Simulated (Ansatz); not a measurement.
`[CH3][SnH]([Cl])[O][SiH3]` + SiH₄ → `[CH3][SnH]([SiH3])[Cl]` + `O[SiH3]` at 600 K and 1 bar (formal exchange of groups at the Sn–O bond).

Gas-phase electronic energies from Ansatz, PBE0-D4/def2-TZVP geometries. CBS: MP2 limit from def2 TZ/QZ plus the TZ coupled-cluster correction, frozen cores. This one scheme is used for every species. Elements past krypton have def2 core potentials. For Sn outer-core shells are correlated without core-valence functions, which leaves a few kJ/mol of doubt a bond. Each species was taken in one conformer, which may not be the lowest.

```
                    species  CCSD(T)/CBS energy (Eh)  H − E (kJ/mol)  S (J/(mol·K))
`[CH3][SnH]([Cl])[O][SiH3]`              -1080.43028           271.6          551.1
                       SiH₄               -291.46306           108.7          242.3
   `[CH3][SnH]([SiH3])[Cl]`              -1005.19396           251.9          503.5
                  `O[SiH3]`               -366.69042           135.7          307.9
```

H − E and S are ideal-gas, rigid-rotor, harmonic terms from PBE0-D4/def2-TZVP, for one conformer and one mirror image of each species. 1 Eh = 2625.50 kJ/mol, R = 8.31446 J/(mol·K).

Problem. By hand: ΔE, ΔH, ΔS and ΔG.

Solution. ΔE = (-1005.19396) + (-366.69042) − (-1080.43028) − (-291.46306) = 0.00896 Eh = 23.5 kJ/mol. Δ(H − E) = 251.9 + 135.7 − 271.6 − 108.7 = 7.3, so ΔH = 30.8 kJ/mol. ΔS = 503.5 + 307.9 − 551.1 − 242.3 = 18.0 J/(mol·K). ΔG = 30.8 − 600 × (18.0)/1000 = 20.0 kJ/mol.

Problem. By hand: the equilibrium constant, and the temperature at which ΔG would vanish if ΔH and ΔS stayed fixed.

Solution. log₁₀ K = −ΔG/(RT ln 10) = -1.7. ΔG = 0 at ΔH/ΔS = 1711 K, though so small a ΔS makes that figure unsure.

TΔS isn't small against ΔH here. A doubt of 5 kJ/mol in ΔE shifts log₁₀ K by 0.4 here. Other conformers and mirror images would add mixing entropy, several J/(mol·K) or more a flexible species. Modes under 60 cm⁻¹, often nearly free rotors, make the harmonic entropy too high. These are equilibria of isolated gas molecules and say nothing of rates. Largest T1 diagnostic: 0.012 (customary marks: 0.02 for closed shells, 0.045 for open ones).
